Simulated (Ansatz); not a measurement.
Species: HB3O, SMILES `OB1B=B1` (H–O–B–B torsion 180°) (charge 0, multiplicity 1), formula HB₃O.

### Question
How many basis functions does frozen-core CCSD(T)/cc-pVTZ // CAM-B3LYP-D3(BJ)/def2-TZVP (Ansatz, a first-principles code) use, how many core orbitals are frozen, and how many electrons are correlated?

### Answer
134 basis functions and 4 frozen orbitals, which leaves 16 correlated electrons. Core time is of the order of seconds.
